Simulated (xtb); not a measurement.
Sn(F)3(vinyl) (C2H3F3Sn), SMILES C=[CH][Sn]([F])([F])[F]. All values are semi-empirical tight-binding results from xtb (GFN2-xTB unless named), good for trends rather than for accurate numbers. The structure is a stationary point at GFN2-xTB. The structure was generated by enumeration; whether it is a known compound was not checked. The values are those of a single conformer.

Optimised geometry:

Bonds (Å): C1–C2 1.305, C1–H7 1.080, C1–H8 1.084, C2–Sn3 2.220, C2–H9 1.076, Sn3–F4 2.007, Sn3–F5 2.003, Sn3–F6 2.001. Bond angles (°): C2–C1–H7 123.5, C2–C1–H8 120.3, H7–C1–H8 116.2, C1–C2–Sn3 119.8, C1–C2–H9 128.9, Sn3–C2–H9 111.3, C2–Sn3–F4 108.1, C2–Sn3–F5 116.9, C2–Sn3–F6 116.1, F4–Sn3–F5 107.0, F4–Sn3–F6 104.8, F5–Sn3–F6 102.9.
Charge 0, spin multiplicity 1.

For metal compounds this method's bond lengths and energies can be far off.

### Question
Estimate the properties. (The exact figures need the calculation; the answer reports its results.)

### Answer

```json
{
 "orbital_gap": "2.97 eV",
 "zero_point_energy": "26.6 kcal/mol",
 "G − E(el) at 298.15 K (modified RRHO)": "3.4 kcal/mol"
}
```

Computed atomic charges and the Wiberg bond orders between heavy atoms:
charges (e) C1 -0.06, C2 -0.03, Sn3 0.59, F4 -0.30, F5 -0.28, F6 -0.28, H7 0.12, H8 0.12, H9 0.11. Bond orders C1–C2 2.04, C2–Sn3 0.41, Sn3–F4 0.81, Sn3–F5 0.82, Sn3–F6 0.82.
